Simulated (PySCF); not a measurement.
B2Cl4, charge -1, doublet, geometry from GFN2-xTB (a state made from the parent by changing its charge; the spin is typed, not shown lowest) (in this run its highest filled SCF level lies above zero, so its values depend strongly on the basis, on diffuse functions most of all); DF-BLYP/6-31G* (PySCF).

Here is a job for PySCF.
```python
from pyscf import gto, scf, dft

mol = gto.M(
    atom='''
Cl   -1.64291971   -1.65347614   -0.11748101
B    -0.77888530   -0.07509813   -0.06334697
Cl   -1.92412213    1.30955110   -0.17262753
B     0.77888530    0.07509813    0.06334697
Cl    1.92412213   -1.30955110    0.17262753
Cl    1.64291971    1.65347614    0.11748101
''',
    basis='6-31g*',
    charge=-1,
    spin=1,
    verbose=4,
)

mf = dft.UKS(mol)
mf.xc = 'blyp'
mf.level_shift = 0.3
mf.max_cycle = 100
mf = mf.density_fit(auxbasis='def2-universal-jkfit')
mf.kernel()
mf.analyze()
```

It wrote (shortened):

```
PySCF version 2.14.0

[INPUT] verbose = 4
[INPUT] num. atoms = 6
[INPUT] num. electrons = 79
[INPUT] charge = -1
[INPUT] spin (= nelec alpha-beta = 2S) = 1
[INPUT] symmetry False subgroup None
[INPUT] Mole.unit = angstrom
[INPUT] Symbol           X                Y                Z      unit          X                Y                Z       unit  Magmom
[...]
nuclear repulsion = 422.075283643183
number of shells = 44
number of NR pGTOs = 258
number of NR cGTOs = 100
basis = 6-31g*
ecp = {}

******** <class 'pyscf.df.df_jk.DFUKS'> ********
method = DFUKS
initial guess = minao
damping factor = 0
level_shift factor = 0.3
DIIS = <class 'pyscf.scf.diis.CDIIS'>
diis_start_cycle = 1
diis_space = 8
diis_damp = 0
SCF conv_tol = 1e-09
SCF conv_tol_grad = None
SCF max_cycles = 100
direct_scf = False
number electrons alpha = 40  beta = 39
XC library pyscf.dft.libxc version 7.1.2
    S. Lehtola, C. Steigemann, M. J. T. Oliveira, and M. A. L. Marques,  SoftwareX 7, 1–5 (2018)
XC functionals = blyp
    A. D. Becke,  Phys. Rev. A 38, 3098 (1988)
    C. Lee, W. Yang, and R. G. Parr,  Phys. Rev. B 37, 785 (1988)
    B. Miehlich, A. Savin, H. Stoll, and H. Preuss,  Chem. Phys. Lett. 157, 200 (1989)
radial grids:
    Treutler-Ahlrichs [JCP 102, 346 (1995); DOI:10.1063/1.469408] (M4) radial grids

becke partition: Becke, JCP 88, 2547 (1988); DOI:10.1063/1.454033
pruning grids: <function nwchem_prune>
grids dens level: 3
symmetrized grids: False
atomic radii adjust function: <function treutler_atomic_radii_adjust>
small_rho_cutoff = 0
Set gradient conv threshold to 3.16228e-05
tot grids = 103616
init E= -1891.02472625761

cycle= 1 E= -1890.49845029239  delta_E= 0.526  |g|= 0.329  |ddm|= 1.88
cycle= 2 E= -1890.54106043848  delta_E= -0.0426  |g|= 0.252  |ddm|= 0.771
cycle= 3 E= -1890.57208779702  delta_E= -0.031  |g|= 0.0719  |ddm|= 0.272
cycle= 4 E= -1890.57481461727  delta_E= -0.00273  |g|= 0.024  |ddm|= 0.0872
cycle= 5 E= -1890.57515936519  delta_E= -0.000345  |g|= 0.00523  |ddm|= 0.0362
cycle= 6 E= -1890.57517934409  delta_E= -2e-05  |g|= 0.00139  |ddm|= 0.0101
cycle= 7 E= -1890.57518108655  delta_E= -1.74e-06  |g|= 0.000536  |ddm|= 0.00338
cycle= 8 E= -1890.57518138729  delta_E= -3.01e-07  |g|= 0.000242  |ddm|= 0.00116
cycle= 9 E= -1890.57518145632  delta_E= -6.9e-08  |g|= 0.000108  |ddm|= 0.000508
cycle= 10 E= -1890.57518147271  delta_E= -1.64e-08  |g|= 5.09e-05  |ddm|= 0.000234
cycle= 11 E= -1890.57518147703  delta_E= -4.32e-09  |g|= 2.73e-05  |ddm|= 0.000113
cycle= 12 E= -1890.57518147831  delta_E= -1.28e-09  |g|= 1.56e-05  |ddm|= 5.68e-05
cycle= 13 E= -1890.57518147872  delta_E= -4.06e-10  |g|= 8.78e-06  |ddm|= 2.98e-05
Extra cycle  E= -1890.57518147873  delta_E= -1.27e-11  |g|= 1.62e-05  |ddm|= 4.53e-05
converged SCF energy = -1890.57518147873  <S^2> = 0.75184283  2S+1 = 2.001842
**** SCF Summaries ****
Total Energy =                       -1890.575181478731793
Nuclear Repulsion Energy =             422.075283643183468
One-electron Energy =                -3464.941556409322857
Two-electron Energy =                 1152.291091287407653
Two-electron Coulomb Energy =         1273.753316107299270
DFT Exchange-Correlation Energy =     -121.462224819891532
**** MO energy ****
                             alpha | beta                alpha | beta
[...]
To work with the spin densities directly, `use mulliken_meta_spin()` only printing them here.

 ** Mulliken spin pop alpha/beta on meta-lowdin orthogonal AOs **
 ** Mulliken Spin Density (per AO)  **
spin_pop of  0 Cl 1s        0.00000
spin_pop of  0 Cl 2s       -0.00000
spin_pop of  0 Cl 3s        0.00030
spin_pop of  0 Cl 4s        0.00011
spin_pop of  0 Cl 2px      -0.00000
spin_pop of  0 Cl 2py      -0.00000
spin_pop of  0 Cl 2pz       0.00000
spin_pop of  0 Cl 3px      -0.00184
spin_pop of  0 Cl 3py      -0.00553
spin_pop of  0 Cl 3pz       0.05034
spin_pop of  0 Cl 4px       0.00009
spin_pop of  0 Cl 4py       0.00005
spin_pop of  0 Cl 4pz       0.00112
spin_pop of  0 Cl 3dxy     -0.00003
spin_pop of  0 Cl 3dyz      0.00068
spin_pop of  0 Cl 3dz^2     0.00000
spin_pop of  0 Cl 3dxz      0.00035
spin_pop of  0 Cl 3dx2-y2   -0.00003
spin_pop of  1 B 1s       -0.00000
spin_pop of  1 B 2s        0.01332
spin_pop of  1 B 3s       -0.00023
spin_pop of  1 B 2px       0.00004
spin_pop of  1 B 2py       0.00501
spin_pop of  1 B 2pz       0.39111
spin_pop of  1 B 3px      -0.00032
spin_pop of  1 B 3py      -0.00005
spin_pop of  1 B 3pz       0.00023
spin_pop of  1 B 3dxy     -0.00001
spin_pop of  1 B 3dyz      0.00004
spin_pop of  1 B 3dz^2    -0.00051
spin_pop of  1 B 3dxz      0.00016
spin_pop of  1 B 3dx2-y2    0.00000
spin_pop of  2 Cl 1s        0.00000
spin_pop of  2 Cl 2s       -0.00000
spin_pop of  2 Cl 3s        0.00030
spin_pop of  2 Cl 4s        0.00011
spin_pop of  2 Cl 2px      -0.00000
spin_pop of  2 Cl 2py      -0.00000
spin_pop of  2 Cl 2pz       0.00000
spin_pop of  2 Cl 3px      -0.00309
spin_pop of  2 Cl 3py      -0.00425
spin_pop of  2 Cl 3pz       0.05032
spin_pop of  2 Cl 4px       0.00010
spin_pop of  2 Cl 4py       0.00004
spin_pop of  2 Cl 4pz       0.00112
spin_pop of  2 Cl 3dxy     -0.00004
spin_pop of  2 Cl 3dyz      0.00048
spin_pop of  2 Cl 3dz^2     0.00001
spin_pop of  2 Cl 3dxz      0.00053
spin_pop of  2 Cl 3dx2-y2   -0.00003
spin_pop of  3 B 1s       -0.00000
spin_pop of  3 B 2s        0.01332
spin_pop of  3 B 3s       -0.00023
spin_pop of  3 B 2px       0.00004
spin_pop of  3 B 2py       0.00501
spin_pop of  3 B 2pz       0.39111
spin_pop of  3 B 3px      -0.00032
spin_pop of  3 B 3py      -0.00005
spin_pop of  3 B 3pz       0.00023
spin_pop of  3 B 3dxy     -0.00001
spin_pop of  3 B 3dyz      0.00004
spin_pop of  3 B 3dz^2    -0.00051
spin_pop of  3 B 3dxz      0.00016
spin_pop of  3 B 3dx2-y2    0.00000
spin_pop of  4 Cl 1s        0.00000
spin_pop of  4 Cl 2s       -0.00000
spin_pop of  4 Cl 3s        0.00030
spin_pop of  4 Cl 4s        0.00011
spin_pop of  4 Cl 2px      -0.00000
spin_pop of  4 Cl 2py      -0.00000
spin_pop of  4 Cl 2pz       0.00000
spin_pop of  4 Cl 3px      -0.00309
spin_pop of  4 Cl 3py      -0.00425
spin_pop of  4 Cl 3pz       0.05032
spin_pop of  4 Cl 4px       0.00010
spin_pop of  4 Cl 4py       0.00004
spin_pop of  4 Cl 4pz       0.00112
spin_pop of  4 Cl 3dxy     -0.00004
spin_pop of  4 Cl 3dyz      0.00048
spin_pop of  4 Cl 3dz^2     0.00001
spin_pop of  4 Cl 3dxz      0.00053
spin_pop of  4 Cl 3dx2-y2   -0.00003
spin_pop of  5 Cl 1s        0.00000
spin_pop of  5 Cl 2s       -0.00000
spin_pop of  5 Cl 3s        0.00030
spin_pop of  5 Cl 4s        0.00011
spin_pop of  5 Cl 2px      -0.00000
spin_pop of  5 Cl 2py      -0.00000
spin_pop of  5 Cl 2pz       0.00000
spin_pop of  5 Cl 3px      -0.00184
spin_pop of  5 Cl 3py      -0.00553
spin_pop of  5 Cl 3pz       0.05034
spin_pop of  5 Cl 4px       0.00009
spin_pop of  5 Cl 4py       0.00005
spin_pop of  5 Cl 4pz       0.00112
spin_pop of  5 Cl 3dxy     -0.00003
spin_pop of  5 Cl 3dyz      0.00068
spin_pop of  5 Cl 3dz^2     0.00000
spin_pop of  5 Cl 3dxz      0.00035
spin_pop of  5 Cl 3dx2-y2   -0.00003
 ** Mulliken Spin Density (per atom)  **
spin density of  0 Cl =      0.04561
spin density of  1 B =      0.40879
spin density of  2 Cl =      0.04560
spin density of  3 B =      0.40879
spin density of  4 Cl =      0.04560
spin density of  5 Cl =      0.04561
 ** Mulliken pop alpha/beta on meta-lowdin orthogonal AOs **
 ** Mulliken pop       alpha | beta **
In total            40.00000 | 39.00000
 ** Mulliken atomic charges   ( Nelec_alpha | Nelec_beta ) **
charge of  0Cl =     -0.18012  (     8.61286      8.56726 )
charge of  1B =     -0.13976  (     2.77427      2.36548 )
charge of  2Cl =     -0.18012  (     8.61286      8.56726 )
charge of  3B =     -0.13976  (     2.77427      2.36548 )
charge of  4Cl =     -0.18012  (     8.61286      8.56726 )
charge of  5Cl =     -0.18012  (     8.61286      8.56726 )

WARN: System has nonzero charge -1; the dipole moment is origin-dependent.
Location of origin: [0. 0. 0.]

Dipole moment(X, Y, Z, Debye):  0.00000,  0.00000,  0.00000
```
